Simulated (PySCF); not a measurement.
A calculated (B3LYP, PySCF 2.14, x2c-TZVPall, scalar relativity by spin-free X2C-1e) atom or ion has these occupied shells.

```csv
shell,electrons,orbital energy (eV),"rms radius, mean of both spins (bohr)"
1s α,1,-25383.2,0.0357
1s β,1,-25383.2,0.0357
2s α,1,-3775.5,0.146
2s β,1,-3775.3,0.146
2p α,3,-3389.9,0.130
2p β,3,-3389.7,0.130
3s α,1,-718.28,0.394
3s β,1,-718.16,0.394
3p α,3,-590.82,0.395
3p β,3,-590.68,0.395
3d α,5,-388.91,0.377
3d β,5,-388.67,0.377
4s α,1,-122.54,0.970
4s β,1,-121.52,0.970
4p α,3,-85.016,1.07
4p β,3,-83.887,1.07
4d α,5,-31.004,1.43
4d β,4,-30.205,1.43
```

Question: Name the element and its charge.

Answer: Ag²⁺ (silver, charge +2), in [Kr] 4d9, 2D determinant.
